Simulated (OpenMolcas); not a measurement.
Cl I: effect of the basis set

```json
{
 "Program": "OpenMolcas",
 "Method": "SS-RASPT2, IPEA 0.25 Eh, imaginary shift 0.1 Eh (closed shells correlated: 2s 2p)",
 "Active space": "7 electrons in 9 orbitals (RAS2 3s 3p; RAS3 3d, at most 2 electrons)",
 "State averaging": "2S+1 = 2 odd, 3 roots; 2S+1 = 2 even, 1 root",
 "Spin-orbit coupling": "state interaction with AMFI integrals over the reference wave functions, term energies averaged over their components"
}
```

A. ANO-RCC-VTZP [5s4p2d1f], DKH2, point nucleus; CASPT2 step of the order of 2.4 core-seconds
B. ANO-R2 [5s4p3d1f], X2C, finite nucleus; CASPT2 step roughly 3 core-seconds
C. ANO-RCC-VQZP [6s5p3d2f1g], DKH2, point nucleus; CASPT2 step roughly 4 core-seconds
D. ANO-RCC [8s7p5d4f2g], DKH2, point nucleus; CASPT2 step about 13 core-seconds

Energies in cm-1 above 3s2 3p5 2P* 3/2, the measured ground level; measured values from NIST Handbook of Basic Atomic Spectroscopic Data.

```csv
Level,A,B,C,D,Measured
3s2 3p5 2P* 3/2,0.0,0.0,0.0,0.0,0.0
3s2 3p5 2P* 1/2,781,782,785,782,882
3s 3p6 2S 1/2,92484,93379,90998,90301,85679
```

Deviations, from unrounded energies. A percentage is the sum of absolute deviations over the sum of measured energies, with the sign that they share, or ± where signs differ.

```csv
Against measurement,Levels,A,B,C,D
mean absolute deviation (cm-1),2,3500,3900,2700,2400
fine structure of the ground term (%),1,-11.5,-11.3,-11.0,-11.4
other configurations (%),1,+7.9,+9.0,+6.2,+5.4
```

D lies closest to measurement on these levels and B furthest from it. The largest miss of D in the table is 3s 3p6 2S 1/2, by +4600 cm-1. The ranking rests on the paired levels alone, and a cruder setting can come out closer through cancelling errors.

Among A to D the level of the table that moves most is 3s 3p6 2S 1/2, by 3100 cm-1 (lowest in D, highest in B).

Some terms mix strongly with configurations of 3d, whose occupation reaches 0.34 (3s 3p6 2S) (figures for A; the like holds for B, C, D). Active for correlation alone: 3d; no level in the range computed is led by a configuration that fills it, so any true level of that kind is missing (holds for A; B). Configurations are named by rounded mean occupations; where the s occupation lies near a half they are strongly mixed, a name can repeat and a true partner stay unpaired (holds for C; D). Some terms take much of their weight from 3d, a shell meant for correlation, so their names are nominal (holds for C; D). Computed and measured levels are paired by configuration, term and J; levels that our copy of the source lacks, or whose pairing is in doubt (as where it misses far off the trend of its configuration), stay unpaired and out of the deviations. Only configurations of the active space appear.

* marks odd parity.
